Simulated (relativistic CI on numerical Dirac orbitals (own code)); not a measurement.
Au⁴⁸⁺: q coefficients and field-shift factors

Calculated at this level of theory: Dirac-Coulomb-Breit CI, separate exchange-only KLI orbitals for each configuration, derivatives by finite differences, unscaled Slater integrals, QED left out (own radial code, finite nucleus).

CI space (outside the closed core [Ar] 3d10): 4s²4p, 4s4p², 4s²4d, 4p³, 4s²4f, 4s4p4d, 4s4p4f, 4p4d². Levels of other configurations are missing.

With x = (α/α₀)² − 1 an excitation energy changes as ω = ω₀ + qx; K = 2q/ω₀ is the relative enhancement. Terms are leading LS components, so labels can repeat. The field-shift factor is F = δν/δ⟨r²⟩ for the transition from the lowest level.

Lowest level 4s²4p ²P°1/2.

```tsv
Level	ω₀ (cm⁻¹)	q (cm⁻¹)	K	F (GHz/fm²)
4s4p² ⁴P1/2	909863	190300	0.418	-3480
4s²4p ²P°3/2	1120710	1.406e+06	2.51	-302
4s4p² ⁴P3/2	1901167	1.573e+06	1.65	-3730
4s4p² ²D5/2	1983255	1.58e+06	1.59	-3710
4s4p² ²D3/2	2101926	1.578e+06	1.5	-3600
4s4p² ²P1/2	2127795	1.566e+06	1.47	-3750
4s²4d ²D3/2	2591923	1.488e+06	1.15	-445
4s²4d ²D5/2	2799930	1.814e+06	1.3	-568
4p³ ²P°3/2	2985087	1.757e+06	1.18	-7020
4s4p² ⁴P5/2	3095024	2.874e+06	1.86	-3750
4s4p² ²S1/2	3244901	2.971e+06	1.83	-4020
4s4p4d ⁴F°3/2	3277878	1.64e+06	1	-3760
4s4p² ²P3/2	3283306	2.959e+06	1.8	-3990
```

At this charge energies of transitions that change n are usually good to better than 1 %, and those within a shell (Δn = 0) to a few per cent.
